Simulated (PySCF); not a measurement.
**Field gradients at the hydrogen positions**

C₇H₁₀F₃P.
SMILES with atom numbers: `[CH:1]#[C:2][CH2:3][P:4]([CH2:5][CH2:6][CH3:7])[C:8]([F:9])([F:10])[F:11]` (hydrogens: H12 on C1; H13, H14 on C3; H15, H16 on C5; H17, H18 on C6; H19, H20, H21 on C7)

Geometry (GFN2-xTB, Å), atoms numbered from 1 in this order:
```
atom  x, y, z in Å
C1     2.9675    2.3332    0.2245
C2     2.6762    1.1749    0.1459
C3     2.3007   -0.2161    0.0505
P4     0.8779   -0.4069   -1.1471
C5    -0.4709    0.3117   -0.0947
C6    -1.8394    0.2130   -0.7689
C7    -2.9160    0.8769    0.0804
C8     0.5833   -2.2286   -0.7048
F9     0.3778   -2.4577    0.6060
F10    1.6477   -2.9695   -1.0526
F11   -0.4746   -2.7384   -1.3489
H12    3.2436    3.3421    0.3000
H13    2.0164   -0.5959    1.0384
H14    3.1452   -0.7985   -0.3334
H15   -0.2033    1.3639    0.0486
H16   -0.4871   -0.1716    0.8879
H17   -1.7938    0.6939   -1.7489
H18   -2.1018   -0.8351   -0.9272
H19   -2.9853    0.3947    1.0532
H20   -3.8839    0.8013   -0.4085
H21   -2.6890    1.9298    0.2339
```

Level: PBE0/pcSseg-1 (PySCF, non-relativistic); Q(2H) = 0.00286 b; rigid geometry, the same for H and D, with no vibrational averaging.

Question: Rank these positions by the coupling χzz of a deuteron there, largest first.
A. H12 (alkyne hydrogen)
B. H14 (methylene hydrogen)
C. H21 (methyl hydrogen)

Answer: A (267 kHz), C (211 kHz), B (199 kHz).

Question: What are Vzz, η and χzz (234.96 MHz × Q × Vzz) at all hydrogens?

Answer: 
```
atom  bonded to  bond length (Å)  Vzz (au)     η  χzz (kHz)
 H12         C1            1.049    0.3972  0.00        267
 H13         C3            1.096    0.2933  0.03        197
 H14         C3            1.095    0.2961  0.02        199
 H15         C5            1.095    0.2968  0.03        199
 H16         C5            1.095    0.2967  0.03        199
 H17         C6            1.093    0.3007  0.03        202
 H18         C6            1.092    0.2986  0.04        201
 H19         C7            1.088    0.3137  0.02        211
 H20         C7            1.087    0.3169  0.02        213
 H21         C7            1.088    0.3140  0.02        211
```

Question: How does χzz go with the bond length over the 10 C–H bonds?

Answer: A straight-line fit has a slope of -14.7 kHz for each 0.01 Å, with a correlation coefficient of -1.00, over lengths from 1.049 to 1.096 Å. The longer bonds have the smaller couplings here.

Question: A static deuteron (I = 1) shows a doublet split by (3/2)χ, (3/4)χ(1 + η) and (3/4)χ(1 − η) with the field along z, y and x of the gradient. What are these for H14?

Answer: With |χ| = 199.0 kHz and η = 0.023: 298, 153 and 146 kHz, to first order and without motion.

One conformer (not necessarily the lowest) at the GFN2-xTB geometry, without solvent, vibrations or thermal averaging. GFN2-xTB bond lengths can be off by several hundredths of an ångström, more for odd bonds, and the gradients follow them. With a basis this small, the couplings can be 20 % off.
